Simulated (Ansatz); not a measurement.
`[BH2][Al]([NH2])[SiH3]` + H–F → `[NH2][Al]([F])[SiH3]` + BH₃ at 700 K and 1 bar (cleavage of the Al–B bond).

Isolated molecules relaxed with PBE0-D4/def2-TZVP in Ansatz; ΔE leaves out vibrations. CCSD(T)/CBS adds triple-zeta CCSD(T) − MP2 to the extrapolated MP2 energy (def2 sets, frozen cores). This one scheme is used for every species. Each species was taken in one conformer, which may not be the lowest.

```json
{"species": "`[BH2][Al]([NH2])[SiH3]`", "CCSD(T)/CBS energy (Eh)": "-614.78799", "H − E (kJ/mol)": "273.2", "S (J/(mol·K))": "510.8"}
{"species": "H–F", "CCSD(T)/CBS energy (Eh)": "-100.39570", "H − E (kJ/mol)": "45.2", "S (J/(mol·K))": "198.5"}
{"species": "`[NH2][Al]([F])[SiH3]`", "CCSD(T)/CBS energy (Eh)": "-688.71365", "H − E (kJ/mol)": "215.4", "S (J/(mol·K))": "466.9"}
{"species": "BH₃", "CCSD(T)/CBS energy (Eh)": "-26.55200", "H − E (kJ/mol)": "96.5", "S (J/(mol·K))": "225.0"}
```

H − E and S are ideal-gas, rigid-rotor, harmonic terms from PBE0-D4/def2-TZVP, for one conformer and one mirror image of each species. 1 Eh = 2625.50 kJ/mol, R = 8.31446 J/(mol·K).

Question: By hand: ΔE, ΔH, ΔS and ΔG.

Answer: ΔE = (-688.71365) + (-26.55200) − (-614.78799) − (-100.39570) = -0.08196 Eh = -215.2 kJ/mol. Δ(H − E) = 215.4 + 96.5 − 273.2 − 45.2 = -6.5, so ΔH = -221.7 kJ/mol. ΔS = 466.9 + 225.0 − 510.8 − 198.5 = -17.4 J/(mol·K). ΔG = -221.7 − 700 × (-17.4)/1000 = -209.5 kJ/mol.

Question: By hand: the equilibrium constant, and the temperature at which ΔG would vanish if ΔH and ΔS stayed fixed.

Answer: log₁₀ K = −ΔG/(RT ln 10) = 15.6. ΔG = 0 at ΔH/ΔS = 12741 K, far beyond where these terms or the molecules hold.

ΔH outweighs TΔS. A doubt of 5 kJ/mol in ΔE shifts log₁₀ K by 0.4 here. Other conformers and mirror images would add mixing entropy, several J/(mol·K) or more a flexible species. Modes under 60 cm⁻¹, often nearly free rotors, make the harmonic entropy too high. These are equilibria of isolated gas molecules and say nothing of rates. Largest T1 diagnostic: 0.013 (customary marks: 0.02 for closed shells, 0.045 for open ones).
